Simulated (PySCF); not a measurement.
bicarbonate (CHO3), SMILES O=C([O-])O, charge -1.

Geometry optimised at PBE-D3(BJ)/def2-SVPD. One conformer was computed; it need not be the lowest.

Calculation: PySCF 2.14.0 with PBE-D3(BJ)/def2-SVPD.

Frequencies are harmonic and unscaled.

Q: List the normal modes with their intensities. (The exact figures need the calculation; the answer reports its results.)

A: 
```
mode  ν (cm⁻¹)  IR (km/mol)  Raman (Å⁴/amu)  depolarisation  moving atoms (share of kinetic energy)
----  --------  -----------  --------------  --------------  --------------------------------------
1          525         10.6             1.0            0.16                   O 75 %, H 16 %, C 9 %
2          535         70.9             1.7            0.75                           H 91 %, O 8 %
3          600         10.6             2.1            0.40                                  O 97 %
4          786         18.2             0.2            0.75                          C 79 %, O 21 %
5          814        238.0             7.5            0.25                          O 56 %, C 43 %
6         1134         84.5             8.0            0.28                          H 76 %, O 23 %
7         1271        321.2            27.9            0.18                          O 63 %, C 36 %
8         1744        729.3            10.9            0.74                          C 71 %, O 26 %
9         3687          6.8            95.1            0.18                                  H 94 %
```
